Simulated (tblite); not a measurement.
Compound: C5HF4OS (doublet state).
SMILES with atom numbers: `[F:1][c:2]1[o:3][c:4][cH:5][c:6]1[S:7][C:8]([F:9])([F:10])[F:11]` (hydrogens: H12 on C5)

The geometry is computed with GFN2-xTB (gas phase). This method treats the open shell by occupation alone, without spin polarisation.

Task: Give the optimised bond lengths and angles.

Result: 
```json
{"bond": "F1–C2", "length (bohr)": "2.487", "order": "single"}
{"bond": "C2–O3", "length (bohr)": "2.522", "order": "aromatic"}
{"bond": "O3–C4", "length (bohr)": "2.516", "order": "aromatic"}
{"bond": "C4–C5", "length (bohr)": "2.539", "order": "aromatic"}
{"bond": "C5–C6", "length (bohr)": "2.733", "order": "aromatic"}
{"bond": "C6–S7", "length (bohr)": "3.300", "order": "single"}
{"bond": "S7–C8", "length (bohr)": "3.491", "order": "single"}
{"bond": "C8–F9, C8–F10, C8–F11", "length (bohr)": "2.511", "order": "single"}
{"bond": "C2–C6", "length (bohr)": "2.582", "order": "aromatic"}
{"bond": "C5–H12", "length (bohr)": "2.018", "order": "single"}
```

Bonds in one row agree within 0.02 bohr and their mean is given. Orders are formal, as drawn. A selection of angles:
```json
{"angle": "F1–C2–O3", "degrees": "117.9"}
{"angle": "F1–C2–C6", "degrees": "131.1"}
{"angle": "O3–C2–C6", "degrees": "110.9"}
{"angle": "C2–O3–C4", "degrees": "106.3"}
{"angle": "O3–C4–C5", "degrees": "113.3"}
{"angle": "C4–C5–C6", "degrees": "103.9"}
{"angle": "C4–C5–H12", "degrees": "129.8"}
{"angle": "C6–C5–H12", "degrees": "126.3"}
{"angle": "C5–C6–S7", "degrees": "126.3"}
{"angle": "C2–C6–C5", "degrees": "105.5"}
{"angle": "C2–C6–S7", "degrees": "128.2"}
{"angle": "C6–S7–C8", "degrees": "96.8"}
{"angle": "S7–C8–F9", "degrees": "110.2"}
{"angle": "S7–C8–F10", "degrees": "111.3"}
{"angle": "F9–C8–F10", "degrees": "108.4"}
```

Dihedral angles: C5–C6–S7–C8 75° (synclinal); C6–S7–C8–F9 175° (antiperiplanar). The mirror-image conformer, all signs reversed, is as good.

The 5-membered ring C2–O3–C4–C5–C6 has internal angles of 103.9° to 113.3° (sum 540°, against 540° for a flat polygon); it is planar, 0.00 Å rms from its mean plane, widest ring torsion 1°. The 3 C–C bonds span 1.343 Å (C4–C5, aromatic) to 1.446 Å (C5–C6, aromatic), a spread of 0.103 Å. C2 (carbon bonded to C, F and O) is planar (angles 131.1°, 117.9° and 110.9°, sum 360.0°, 0.00 Å off the plane of its three neighbours). C6 (carbon bonded to 2 C and S) is planar (angles 128.2°, 126.3° and 105.5°, sum 360.0°, 0.02 Å off the plane of its three neighbours). The C–S distances run from 1.746 Å (C6–S7, drawn single) to 1.847 Å (S7–C8, drawn single), a spread of 0.101 Å. Of the pairs four or more bonds apart, C5···F11 is among the closest relative to their van der Waals radii: 3.14 Å, 99 % of the sum of Bondi's values. C5 (carbon bonded to 2 C and H) is planar (angles 129.8°, 126.3° and 103.9°, sum 360.0°, 0.00 Å off the plane of its three neighbours).

Point group: C1 (no symmetry element, even within 0.4 Å). Its GFN2-xTB frequencies are all real (lowest 22 cm⁻¹).

The run took 0.77 s wall on one thread, AMD EPYC 9R45 (x86_64), no GPU, shared host. These figures are those of the optimisation.
